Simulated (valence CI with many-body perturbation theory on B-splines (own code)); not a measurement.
E1 line list for La²⁵⁺

Level of theory: configuration interaction combined with many-body perturbation theory (CI+MBPT): four valence electrons over a frozen Dirac-Fock core [Ar] 3d10, a basis of 11 s, 11 p, 9 d, 7 f, 5 g, 2 h, 1 i functions for each j, with the one-electron correlation potential Σ1 (screened to all orders), the two-electron term Σ2, the three-electron term Σ3, Breit, model QED; selected single and double excitations, second order for the rest (own B-spline code, finite nucleus).

No measured levels were compared; by estimate levels hold to about 250 cm⁻¹ or 0.2 % of their energy and the worst to 1 %, as in measured heavy ions of charge 2 to 7; those with d or f electrons hold less well.

Lines 51 to 100 of 232 in falling wavelength, among levels below 1797200 cm⁻¹, chosen from the strongest by gf and those to the six lowest levels. Wavelengths and rates use the calculated energies, so an error of 2000 cm⁻¹ moves a line at 15.47 nm by 0.31 % and its rate by three times that or more. Electric multipoles are in the length gauge, E1 and E2 with the static RPA response of the core. Weak lines are less certain than strong ones. Lines between different terms over intervals too small for the method are left out, as are lines whose strength nearly cancels. Where a level lies close to another of its J and parity, the split of strength between their lines is uncertain. The highest levels of a list are the least certain.

Levels are named by their leading jj configuration (3d3/2^4 stands for four electrons in 3d with j = 3/2), which in mixed levels can hold well under half, so a name can repeat and another be missing. Letters in brackets count levels of one name in rising energy.

```csv
λ vac (nm),Upper,Lower,A (s⁻¹),log gf,Branch %
15.47,(4s 4p1/2 4p3/2 4d5/2) J=4 [b],(4s^2 4p1/2 4d5/2) J=3,5.61e+09,-0.74,6.9
15.40,(4s 4p1/2 4p3/2 4d5/2) J=3 [d],(4s^2 4p1/2 4d5/2) J=2,3.20e+10,-0.10,12.7
15.34,(4s 4p3/2^3) J=2,(4s^2 4p3/2^2) J=2,2.64e+10,-0.33,46.4
15.29,(4s^2 4p1/2 4d5/2) J=3,(4s^2 4p3/2^2) J=2,7.16e+08,-1.76,1.1
15.14,(4s 4p1/2 4p3/2 4d3/2) J=2 [a],(4s 4p1/2 4p3/2^2) J=2 [b],6.52e+09,-0.95,6.5
15.08,(4s 4p1/2 4p3/2 4d5/2) J=4 [c],(4s^2 4p1/2 4d5/2) J=3,3.28e+10,0.00,87.8
14.97,(4s 4p1/2 4p3/2 4d5/2) J=3 [c],(4s^2 4p1/2 4d5/2) J=3,7.95e+09,-0.73,4.5
14.93,(4s 4p1/2 4p3/2 4d5/2) J=3 [c],(4s 4p3/2^3) J=2,6.04e+09,-0.85,3.4
14.91,(4s 4p1/2 4p3/2 4d5/2) J=3 [b],(4s^2 4p1/2 4d3/2) J=2,9.41e+09,-0.66,7.2
14.88,(4s^2 4p1/2 4d3/2) J=1,(4s^2 4p3/2^2) J=2,3.53e+06,-4.45,0.0
14.83,(4s 4p1/2 4p3/2 4d5/2) J=3 [d],(4s 4p3/2^3) J=2,4.10e+09,-1.02,1.6
14.81,(4s 4p1/2 4p3/2 4d3/2) J=3 [b],(4s^2 4p1/2 4d3/2) J=2,2.36e+10,-0.27,42.5
14.79,(4s 4p1/2 4p3/2 4d5/2) J=2 [b],(4s^2 4p1/2 4d3/2) J=2,1.64e+10,-0.57,8.8
14.77,(4s^2 4p1/2 4d5/2) J=2,(4s^2 4p3/2^2) J=2,1.13e+10,-0.73,5.0
14.77,(4s 4p1/2 4p3/2 4d3/2) J=2 [c],(4s^2 4p1/2 4d3/2) J=1,3.57e+10,-0.23,10.0
14.69,(4s 4p1/2 4p3/2 4d3/2) J=1 [c],(4s^2 4p1/2 4d3/2) J=2,1.63e+10,-0.80,8.0
14.66,(4s 4p1/2 4p3/2 4d3/2) J=0 [b],(4s^2 4p1/2 4d3/2) J=1,3.22e+10,-0.98,11.0
14.65,(4s 4p1/2 4p3/2^2) J=2 [b],(4s^2 4p1/2 4p3/2) J=2,4.14e+10,-0.18,89.8
14.63,(4s 4p1/2 4p3/2^2) J=1 [a],(4s^2 4p1/2 4p3/2) J=2,7.22e+08,-2.16,1.0
14.58,(4s 4p1/2^2 4p3/2) J=1,(4s^2 4p1/2^2) J=0,4.32e+10,-0.38,84.2
14.57,(4s 4p1/2 4p3/2^2) J=0,(4s^2 4p1/2 4p3/2) J=1,4.12e+10,-0.88,100.0
14.54,(4s 4p3/2^3) J=1,(4s^2 4p3/2^2) J=0,2.02e+10,-0.72,8.8
14.46,(4s 4p1/2 4p3/2 4d5/2) J=3 [e],(4s^2 4p1/2 4d5/2) J=2,5.42e+09,-0.92,2.6
14.38,(4s 4p1/2 4p3/2 4d5/2) J=2 [c],(4s^2 4p1/2 4d3/2) J=1,9.58e+09,-0.83,4.0
14.35,(4s 4p1/2 4p3/2 4d5/2) J=1 [b],(4s^2 4p1/2 4d5/2) J=2,2.89e+10,-0.57,11.7
14.25,(4s 4p1/2 4p3/2 4d5/2) J=1 [b],(4s^2 4p1/2 4d3/2) J=1,1.08e+10,-1.01,4.4
14.19,(4p1/2^2 4p3/2^2) J=0,(4s 4p1/2^2 4p3/2) J=1,6.10e+10,-0.73,60.5
14.19,(4s 4p1/2 4p3/2^2) J=2 [b],(4s^2 4p1/2 4p3/2) J=1,1.17e+09,-1.75,2.5
14.17,(4s 4p1/2 4p3/2^2) J=1 [a],(4s^2 4p1/2 4p3/2) J=1,5.67e+10,-0.29,79.0
14.05,(4s 4p1/2 4p3/2 4d3/2) J=1 [e],(4s^2 4p1/2 4d3/2) J=1,2.47e+10,-0.66,6.3
14.00,(4s 4p1/2 4p3/2 4d5/2) J=3 [e],(4s^2 4p1/2 4d5/2) J=3,5.53e+10,0.06,26.1
13.98,(4s 4p1/2 4p3/2 4d5/2) J=2 [e],(4s^2 4p1/2 4d5/2) J=2,3.92e+10,-0.24,10.9
13.97,(4s 4p1/2 4p3/2 4d5/2) J=2 [c],(4s 4p3/2^3) J=2,6.84e+09,-1.00,2.8
13.88,(4p1/2^2 4p3/2^2) J=2,(4s 4p1/2^2 4p3/2) J=2,1.33e+10,-0.72,21.5
13.85,(4s 4p1/2 4p3/2 4d5/2) J=1 [b],(4s 4p3/2^3) J=2,1.23e+10,-0.97,5.0
13.82,(4s 4p1/2 4p3/2 4d5/2) J=2 [d],(4s^2 4p1/2 4d5/2) J=3,9.60e+10,0.14,42.0
13.80,(4s 4p1/2 4p3/2 4d3/2) J=2 [a],(4s 4p1/2 4p3/2^2) J=3,2.79e+10,-0.40,27.7
13.76,(4s 4p1/2 4p3/2 4d3/2) J=1 [d],(4s^2 4p1/2 4d3/2) J=2,6.46e+10,-0.26,25.3
13.73,(4s 4p1/2 4p3/2^2) J=1 [b],(4s^2 4p1/2 4p3/2) J=2,1.30e+11,0.04,63.2
13.71,(4p1/2 4p3/2^3) J=1,(4s 4p1/2 4p3/2^2) J=2 [a],1.13e+10,-1.02,21.6
13.54,(4s 4p1/2 4p3/2 4d5/2) J=2 [e],(4s^2 4p1/2 4d5/2) J=3,2.01e+10,-0.56,5.6
13.53,(4s 4p3/2^3) J=1,(4s^2 4p3/2^2) J=2,1.18e+11,-0.01,51.4
13.38,(4s 4p3/2^2 4d3/2) J=2,(4s^2 4p1/2 4d5/2) J=2,1.51e+10,-0.69,4.1
13.32,(4s 4p1/2 4p3/2^2) J=1 [b],(4s^2 4p1/2 4p3/2) J=1,3.64e+10,-0.54,17.7
13.23,(4s 4p3/2^2 4d3/2) J=1,(4s^2 4p1/2 4d3/2) J=1,1.27e+10,-1.00,4.2
13.17,(4s 4p1/2 4p3/2 4d3/2) J=3 [b],(4s 4p1/2 4p3/2^2) J=2 [b],7.05e+09,-0.89,12.7
13.16,(4s 4p1/2 4p3/2 4d3/2) J=2 [c],(4s^2 4p1/2 4d3/2) J=2,3.33e+10,-0.36,9.3
13.10,(4s 4p1/2 4p3/2 4d3/2) J=1 [a],(4s 4p1/2 4p3/2^2) J=2 [a],3.11e+10,-0.62,51.9
13.08,(4s 4p1/2 4p3/2 4d3/2) J=1 [c],(4s 4p1/2 4p3/2^2) J=2 [b],5.21e+10,-0.40,25.5
13.07,(4s 4p1/2 4p3/2 4d3/2) J=1 [d],(4s 4p1/2 4p3/2^2) J=1 [b],2.53e+10,-0.71,9.9
```
